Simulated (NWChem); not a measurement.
All runs are NWChem calculations. System: H₅AlAsF, charge 0, spin multiplicity 1, at a geometry optimised with PBE/def2-SVP. The structure started from a generated list of species. Level: CAM-B3LYP/def2-TZVP.

Part of the output:

```
             Northwest Computational Chemistry Package (NWChem) 7.3.0
             --------------------------------------------------------

                                NWChem Input Module
                                -------------------

 Scaling coordinates for geometry "geometry" by  1.889725989
 (inverse scale =  0.529177249)

                             Geometry "geometry" -> ""
                             -------------------------

 Output coordinates in angstroms (scale by  1.889725989 to convert to a.u.)

  No.       Tag          Charge          X              Y              Z
 ---- ---------------- ---------- -------------- -------------- --------------
    1 Al                  13.0000    -0.68993300     0.54506000     1.38985600
    2 H                    1.0000     0.23920300    -0.14113300     2.50029600
    3 H                    1.0000    -2.22920900     0.16566900     1.15725900
    4 F                    9.0000    -0.20854900     2.08576100     0.85732400
    5 As                  33.0000     0.33101900    -0.69260500    -0.76504100
    6 H                    1.0000     1.81528500    -0.52562000    -1.07066200
    7 H                    1.0000    -0.17647900    -0.29819100    -2.14769100
    8 H                    1.0000     0.27362900    -2.20237300    -0.97689000

 Effective nuclear repulsion energy (a.u.)     236.7049568941

            Nuclear Dipole moment (a.u.)
            ----------------------------
        X                 Y               Z
 ---------------- ---------------- ----------------
    -0.0000264562     0.0000302356     0.0000056692


 Summary of "ao basis" -> "" (spherical)
 ------------------------------------------------------------------------------
       Tag                 Description            Shells   Functions and Types
 ---------------- ------------------------------  ------  ---------------------
 *                         def2-tzvp                  on all atoms

                                 NWChem DFT Module
                                 -----------------

 Summary of "ao basis" -> "ao basis" (spherical)
 ------------------------------------------------------------------------------
       Tag                 Description            Shells   Functions and Types
 ---------------- ------------------------------  ------  ---------------------
 Al                        def2-tzvp                13       37   5s5p2d1f
 H                         def2-tzvp                 4        6   3s1p
[...]
    45      0.113528  3 H  s                 97      0.113531  5 As py

 Vector   29  Occ=2.000000D+00  E=-3.681701D-01
              MO Center= -2.4D-01, -1.7D-01,  4.0D-01, r^2= 4.4D+00
   Bfn.  Coefficient  Atom+Function         Bfn.  Coefficient  Atom+Function
  ----- ------------  ---------------      ----- ------------  ---------------
    98      0.281199  5 As pz                86      0.252560  5 As s
    85      0.236615  5 As s                101      0.216909  5 As pz
     4     -0.182402  1 Al s                 92     -0.169827  5 As pz
    97      0.140709  5 As py                96     -0.135977  5 As px
    17     -0.127352  1 Al pz                57      0.124389  4 F  pz

 Vector   30  Occ=2.000000D+00  E=-3.474305D-01
              MO Center= -8.9D-01,  1.8D-01,  1.7D+00, r^2= 2.9D+00
   Bfn.  Coefficient  Atom+Function         Bfn.  Coefficient  Atom+Function
  ----- ------------  ---------------      ----- ------------  ---------------
    15      0.241584  1 Al px                39      0.216056  2 H  s
    45     -0.215783  3 H  s                 40      0.201836  2 H  s
    46     -0.201553  3 H  s                 38      0.139050  2 H  s
    44     -0.138860  3 H  s                 17      0.131681  1 Al pz
    55     -0.113095  4 F  px                58     -0.089984  4 F  px

 Vector   31  Occ=0.000000D+00  E= 1.344676D-02
              MO Center= -4.0D-02, -2.5D-01,  1.9D-02, r^2= 6.5D+00
   Bfn.  Coefficient  Atom+Function         Bfn.  Coefficient  Atom+Function
  ----- ------------  ---------------      ----- ------------  ---------------
    86      0.709917  5 As s                100      0.648107  5 As py
   131     -0.572421  6 H  s                137     -0.560753  7 H  s
    19      0.495870  1 Al py               143      0.432916  8 H  s
    20      0.293020  1 Al pz               101     -0.223472  5 As pz
    99      0.203241  5 As px               142      0.152343  8 H  s

 Vector   32  Occ=0.000000D+00  E= 2.392998D-02
              MO Center=  2.1D-01, -8.4D-01, -6.3D-01, r^2= 6.3D+00
   Bfn.  Coefficient  Atom+Function         Bfn.  Coefficient  Atom+Function
  ----- ------------  ---------------      ----- ------------  ---------------
    86      1.392431  5 As s                143     -1.075684  8 H  s
   100     -0.511509  5 As py               137     -0.483005  7 H  s
    20      0.383213  1 Al pz               131     -0.356055  6 H  s
    85      0.235408  5 As s                 18     -0.223430  1 Al px
     5     -0.208356  1 Al s                101     -0.179735  5 As pz

 Vector   33  Occ=0.000000D+00  E= 2.454421D-02
              MO Center=  3.7D-01, -6.0D-01, -7.7D-01, r^2= 4.1D+00
   Bfn.  Coefficient  Atom+Function         Bfn.  Coefficient  Atom+Function
  ----- ------------  ---------------      ----- ------------  ---------------
    99      0.917928  5 As px               131     -0.879014  6 H  s
   137      0.829230  7 H  s                101      0.489988  5 As pz
    96      0.232401  5 As px               136      0.186870  7 H  s
   130     -0.184167  6 H  s                 90     -0.163618  5 As px
   100     -0.151212  5 As py                46      0.136971  3 H  s

 center of mass
 --------------
 x =   0.03218163 y =  -0.00875581 z =  -0.06109619

 moments of inertia (a.u.)
 ------------------
         914.646472440828         133.913752039744         185.756105578821
         133.913752039744         551.927572871477        -347.503316630296
         185.756105578821        -347.503316630296         579.385566990342

     Multipole analysis of the density
     ---------------------------------

     L   x y z        total         alpha         beta         nuclear
     -   - - -        -----         -----         ----         -------
     0   0 0 0     -0.000000    -30.000000    -30.000000     60.000000

     1   1 0 0      0.435073      0.217550      0.217550     -0.000026
     1   0 1 0     -1.188817     -0.594424     -0.594424      0.000030
     1   0 0 1     -1.069158     -0.534582     -0.534582      0.000006

     2   2 0 0    -30.132093    -48.318598    -48.318598     66.505104
     2   1 1 0     -0.432106     32.417318     32.417318    -65.266741
     2   1 0 1     -0.710611     46.506880     46.506880    -93.724370
     2   0 2 0    -31.963441   -130.450271   -130.450271    228.937102
     2   0 1 1      0.453908    -83.016391    -83.016391    166.486690
     2   0 0 2    -29.056321   -131.204773   -131.204773    233.353224

 Task  times  cpu:      173.0s     wall:      173.0s

 Total times  cpu:      173.0s     wall:      173.0s
```

**Question.** Write an NWChem input that would produce this output.

**Answer.** One answer among several that fit: 
```
start mol
memory heap 200 mb stack 800 mb global 1000 mb
geometry units angstroms nocenter noautoz noautosym
  Al    -0.689933     0.545060     1.389856
  H      0.239203    -0.141133     2.500296
  H     -2.229209     0.165669     1.157259
  F     -0.208549     2.085761     0.857324
  As     0.331019    -0.692605    -0.765041
  H      1.815285    -0.525620    -1.070662
  H     -0.176479    -0.298191    -2.147691
  H      0.273629    -2.202373    -0.976890
end
basis spherical
  * library def2-tzvp
end
dft
  xc xcamb88 1.00 lyp 0.81 vwn_5 0.19 hfexch 1.00
  cam 0.33 cam_alpha 0.19 cam_beta 0.46
  direct
  iterations 100
end
task dft energy
```
